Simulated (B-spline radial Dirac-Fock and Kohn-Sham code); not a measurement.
Two-hole binding energies of Zr⁺

System: Zr⁺, 1s2 2s2 2p6 3s2 3p6 3d10 4s2 4p6 4d2 5p1 (not the ground configuration).

The run's input, task.json:

```json
{"items": [{
  "Z": 40,
  "q": 1,
  "cfg": [[1, 0, 2], [2, 0, 2], [2, 1, 6], [3, 0, 2], [3, 1, 6], [3, 2, 10], [4, 0, 2], [4, 1, 6], [4, 2, 2], [5, 1, 1]],
  "A": 90,
  "rrms": 4.2694,
  "do": ["binding", "quiet", "double"]
}]}
```

Command: `python xray_run.py task.json out`

Model: multi-electron Dirac-Fock with separately optimised hole states, Breit and Lamb-shift corrections added in first order. Program: a radial B-spline solver. U is the two-hole binding energy less the two single-hole energies, the effective repulsion of the holes after relaxation. Each two-hole energy is an average over J within one jj subconfiguration.

```
          holes  E(a) (eV)  E(b) (eV)  E(ab) (eV)  U (eV)
           1s⁻²    18014.7    18014.7     36634.6   605.2
   1s⁻¹ 2p1/2⁻¹    18014.7     2325.8     20504.6   164.1
   1s⁻¹ 2p3/2⁻¹    18014.7     2241.3     20411.4   155.4
           2s⁻²     2555.4     2555.4      5207.3    96.4
        2p1/2⁻²     2325.8     2325.8      4770.1   118.6
        2p3/2⁻²     2241.3     2241.3      4591.1   108.5
   2s⁻¹ 3p3/2⁻¹     2555.4      351.3      2946.6    39.9
   2s⁻¹ 3d5/2⁻¹     2555.4      197.2      2793.7    41.0
   2p3/2⁻¹ 3s⁻¹     2241.3      451.3      2732.7    40.1
2p1/2⁻¹ 3p3/2⁻¹     2325.8      351.3      2718.2    41.1
2p1/2⁻¹ 3d3/2⁻¹     2325.8      199.6      2565.4    40.1
2p1/2⁻¹ 3d5/2⁻¹     2325.8      197.2      2564.7    41.8
2p3/2⁻¹ 3d3/2⁻¹     2241.3      199.6           ?       ?
3p1/2⁻¹ 3p3/2⁻¹      365.1      351.3       748.1    31.6
```

Q: Give the missing two-hole energy and U.

A: E(ab) = 2482.8 eV and U = 41.9 eV.

Values without a named source are computed, but for edge energies of neutral atoms, which are taken from tables.
